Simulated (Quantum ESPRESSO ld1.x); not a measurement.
The numbers below are computed, except where a source is named.
All-electron atom: the bismuth ion Bi3+ in [Hg]. Level of theory: Dirac Kohn-Sham, BLYP, spin-unpolarised, spherical densities, point nucleus (ld1.x of Quantum ESPRESSO 7.5).

Unscreened Slater integrals over Kohn-Sham orbitals (eV). Large and small components are both included. Empty in this configuration: 5f5/2, 5f7/2, 6d3/2, 6d5/2, 7s1/2.

\begin{tabular}{lr}
integral & value \\ \hline
F0(5f7/2,5f7/2) & 6.7632 \\
F2(5f7/2,5f7/2) & 3.3801 \\
F4(5f7/2,5f7/2) & 2.1656 \\
F6(5f7/2,5f7/2) & 1.5724 \\
F0(5f7/2,5f5/2) & 6.7863 \\
F2(5f7/2,5f5/2) & 3.3859 \\
F4(5f7/2,5f5/2) & 2.1680 \\
G2(5f7/2,5f5/2) & 3.3855 \\
G4(5f7/2,5f5/2) & 2.1678 \\
G6(5f7/2,5f5/2) & 1.5737 \\
F0(5f7/2,6d5/2) & 6.7284 \\
F2(5f7/2,6d5/2) & 3.4670 \\
F4(5f7/2,6d5/2) & 2.2663 \\
G1(5f7/2,6d5/2) & 4.0031 \\
G3(5f7/2,6d5/2) & 2.6064 \\
G5(5f7/2,6d5/2) & 1.8705 \\
F0(5f7/2,6d3/2) & 6.8017 \\
F2(5f7/2,6d3/2) & 3.5128 \\
G3(5f7/2,6d3/2) & 2.6531 \\
G5(5f7/2,6d3/2) & 1.8995 \\
F0(5f7/2,7s1/2) & 6.1252 \\
G3(5f7/2,7s1/2) & 1.8717 \\
F0(5f5/2,5f5/2) & 6.8099 \\
F2(5f5/2,5f5/2) & 3.3921 \\
F4(5f5/2,5f5/2) & 2.1708 \\
F0(5f5/2,6d5/2) & 6.7491 \\
F2(5f5/2,6d5/2) & 3.4680 \\
F4(5f5/2,6d5/2) & 2.2646 \\
G1(5f5/2,6d5/2) & 3.9898 \\
G3(5f5/2,6d5/2) & 2.6009 \\
G5(5f5/2,6d5/2) & 1.8670 \\
F0(5f5/2,6d3/2) & 6.8233 \\
F2(5f5/2,6d3/2) & 3.5149 \\
G1(5f5/2,6d3/2) & 4.0910 \\
G3(5f5/2,6d3/2) & 2.6492 \\
F0(5f5/2,7s1/2) & 6.1401 \\
G3(5f5/2,7s1/2) & 1.8579 \\
F0(6d5/2,6d5/2) & 6.7430 \\
F2(6d5/2,6d5/2) & 3.7029 \\
F4(6d5/2,6d5/2) & 2.5218 \\
F0(6d5/2,6d3/2) & 6.8107 \\
F2(6d5/2,6d3/2) & 3.7382 \\
G2(6d5/2,6d3/2) & 3.7339 \\
G4(6d5/2,6d3/2) & 2.5419 \\
F0(6d5/2,7s1/2) & 6.1463 \\
G2(6d5/2,7s1/2) & 2.5214 \\
F0(6d3/2,6d3/2) & 6.8817 \\
F2(6d3/2,6d3/2) & 3.7799 \\
F0(6d3/2,7s1/2) & 6.1907 \\
G2(6d3/2,7s1/2) & 2.4304 \\
F0(7s1/2,7s1/2) & 5.7583 \\
\end{tabular}
